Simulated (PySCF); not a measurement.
**Electronic structure of Ge (germanium, neutral) at the r2SCAN level**

Configuration: [Ar] 3d10 4s2 4p1 4d1, one real determinant (an excited configuration). Calculation: PySCF 2.14, in aug-cc-pVDZ-DK; the spin-free X2C one-electron Hamiltonian (Gaussian nucleus).

| Property | Result |
| --- | --- |
| Total energy | -2098.342 hartree |
| One-electron energy | -2917.613 hartree |
| Hartree (Coulomb) energy | 899.303 hartree |
| Exchange-correlation energy | -80.031 hartree |
| ⟨S²⟩ | 2.0037 |
| ⟨L²⟩ | 8.010 |
| Sum of ⟨r⟩ | 25.30 bohr |
| Sum of ⟨r²⟩ | 50.44 bohr² |
| Traceless quadrupole moment −½Σ⟨3z² − r²⟩ along its main axis | 2.81 e·bohr² |
| Langevin diamagnetic susceptibility | -39.9 ×10⁻⁶ cm³/mol |

```csv
shell,electrons,mean orbital energy (hartree),spread (hartree),"rms radius, mean of both spins (bohr)"
1s α,1,-403.66888,0,0.0542
1s β,1,-403.66727,0,0.0542
2s α,1,-50.97266,0,0.227
2s β,1,-50.97225,0,0.227
2p α,3,-44.49865,0.00170,0.203
2p β,3,-44.49731,0.00391,0.203
3s α,1,-6.49641,0,0.669
3s β,1,-6.49475,0,0.669
3p α,3,-4.49000,0.01104,0.701
3p β,3,-4.48811,0.01366,0.701
3d α,5,-1.22074,0.00989,0.829
3d β,5,-1.21686,0.01527,0.829
4s α,1,-0.53222,0,2.22
4s β,1,-0.49623,0,2.22
4p α,1,-0.23340,0,2.87
4d α,1,0.03739,0,4.61
```

⟨L²⟩ = 8.01 against 12 for a pure F term, so this real determinant mixes terms. The outer electron is Rydberg-like, and this basis confines it to a smaller radius and binds it less than a complete one would. At r2SCAN the highest occupied level has a positive energy, so only the finite basis holds that electron; for this excited configuration the basis is too tight for the outer shell.

Densities and radii are taken from the X2C orbitals without a picture-change correction, which distorts them close to the nucleus.
